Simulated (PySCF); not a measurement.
B(H)(Me)(NHMe) (C₂H₈BN), SMILES CBNC. Atoms are numbered in the order given.

```xyz
12

B     -0.5805    -0.0897     0.8440
H     -1.5400    -0.3854     1.5246
C      0.6945     0.6167     1.4642
H      1.6062     0.0101     1.3146
H      0.5931     0.7970     2.5447
H      0.8915     1.5921     0.9834
N     -0.6778    -0.4133    -0.5132
C      0.2935    -0.1889    -1.5650
H     -1.5276    -0.8656    -0.8347
H     -0.1092     0.4562    -2.3664
H      0.6197    -1.1349    -2.0331
H      1.1848     0.3051    -1.1559
```

Geometry: B3LYP-D3(BJ)/def2-SVP. A frequency run showed that this geometry is not a minimum. This is a generated structure with no PubChem entry under its InChIKey; it may be hypothetical. Other conformers were not sampled.

All values below come from PBE0/def2-TZVP run with PySCF.

total energy: -160.52414 hartree
highest occupied level: -7.56 eV
lowest empty level: 0.63 eV
orbital gap: 8.19 eV
dipole moment: 1.73 D
quadrupole, principal values (traceless, Buckingham form, about the centre of nuclear charge): -2.02, -1.01, 3.03 D·Å
mean static polarisability: 48.8 bohr³ (7.23 Å³)
polarisability, principal values: 39.4, 47.5, 59.4 bohr³
